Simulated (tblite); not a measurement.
C₆H₁₂F₂OSi.
Numbering: `[CH3:1][O:2][C@:3]([CH3:4])(/[CH:5]=[C:6](\[CH3:7])[F:8])[SiH2:9][F:10]` (hydrogens: H11, H12, H13 on C1; H14, H15, H16 on C4; H17 on C5; H18, H19, H20 on C7; H21, H22 on Si9)

Computed with GFN2-xTB (tblite), gas phase: L-BFGS steps from a force-field or distance-geometry start until the largest atomic force falls under 0.01 eV/Å.

At the end of the run (lengths in Å): O2–C3 1.430, C3–Si9 1.927, C7–H19 1.090, C1–H12 1.089, Si9–F10 1.607, C7–H20 1.090, C1–O2 1.409, O2–C3–Si9 100.2°, C5–C6–C7 131.1°, C4–C3–Si9 111.2°, C3–Si9–F10 107.8°, C1–O2–C3–C4 59°, O2–C3–C5–C6 -34°, C3–C5–C6–C7 1°, H17–C5–C3–O2 148°, H11–C1–O2–C3 -74°.

Question: These geometries were met on the way; a selection of coordinates is given. Order them by energy above the end point, lowest first.
A. O2–C3 1.451, C3–Si9 1.935, C7–H19 1.083, C1–H12 1.082, Si9–F10 1.602, C7–H20 1.084, C1–O2 1.415, O2–C3–Si9 109.3°, C5–C6–C7 128.5°, C4–C3–Si9 103.9°, C3–Si9–F10 115.1°, C1–O2–C3–C4 58°, O2–C3–C5–C6 -50°, C3–C5–C6–C7 0°, H17–C5–C3–O2 129°, H11–C1–O2–C3 -53°
B. O2–C3 1.363, C3–Si9 1.862, C7–H19 1.134, C1–H12 1.130, Si9–F10 1.645, C7–H20 1.127, C1–O2 1.374, O2–C3–Si9 113.4°, C5–C6–C7 122.9°, C4–C3–Si9 103.1°, C3–Si9–F10 115.4°, C1–O2–C3–C4 61°, O2–C3–C5–C6 -58°, C3–C5–C6–C7 0°, H17–C5–C3–O2 123°, H11–C1–O2–C3 -61°
C. O2–C3 1.421, C3–Si9 1.899, C7–H19 1.086, C1–H12 1.096, Si9–F10 1.616, C7–H20 1.096, C1–O2 1.409, O2–C3–Si9 110.6°, C5–C6–C7 125.7°, C4–C3–Si9 103.6°, C3–Si9–F10 115.5°, C1–O2–C3–C4 61°, O2–C3–C5–C6 -55°, C3–C5–C6–C7 0°, H17–C5–C3–O2 126°, H11–C1–O2–C3 -59°
D. O2–C3 1.429, C3–Si9 1.919, C7–H19 1.092, C1–H12 1.089, Si9–F10 1.607, C7–H20 1.092, C1–O2 1.413, O2–C3–Si9 108.1°, C5–C6–C7 128.5°, C4–C3–Si9 103.9°, C3–Si9–F10 114.9°, C1–O2–C3–C4 59°, O2–C3–C5–C6 -48°, C3–C5–C6–C7 -2°, H17–C5–C3–O2 130°, H11–C1–O2–C3 -55°
E. O2–C3 1.433, C3–Si9 1.935, C7–H19 1.093, C1–H12 1.091, Si9–F10 1.609, C7–H20 1.093, C1–O2 1.413, O2–C3–Si9 105.2°, C5–C6–C7 131.3°, C4–C3–Si9 107.1°, C3–Si9–F10 114.3°, C1–O2–C3–C4 61°, O2–C3–C5–C6 -46°, C3–C5–C6–C7 -1°, H17–C5–C3–O2 134°, H11–C1–O2–C3 -57°

Answer: E (0.088 eV), D (0.148 eV), A (0.252 eV), C (0.444 eV), B (0.888 eV).

```json
{"step": "16", "E above end (eV)": "0.088", "rms distance from the end, all atoms (Å)": "0.243", "largest force (eV/Å)": "0.168", "rms shift of all bonds from the end (Å)": "0.004"}
{"step": "9", "E above end (eV)": "0.148", "rms distance from the end, all atoms (Å)": "0.279", "largest force (eV/Å)": "0.365", "rms shift of all bonds from the end (Å)": "0.005"}
{"step": "4", "E above end (eV)": "0.252", "rms distance from the end, all atoms (Å)": "0.302", "largest force (eV/Å)": "0.608", "rms shift of all bonds from the end (Å)": "0.008"}
{"step": "1", "E above end (eV)": "0.444", "rms distance from the end, all atoms (Å)": "0.312", "largest force (eV/Å)": "0.833", "rms shift of all bonds from the end (Å)": "0.011"}
{"step": "0", "E above end (eV)": "0.888", "rms distance from the end, all atoms (Å)": "0.315", "largest force (eV/Å)": "3.117", "rms shift of all bonds from the end (Å)": "0.032"}
```

Rows stand in the order of the answer.
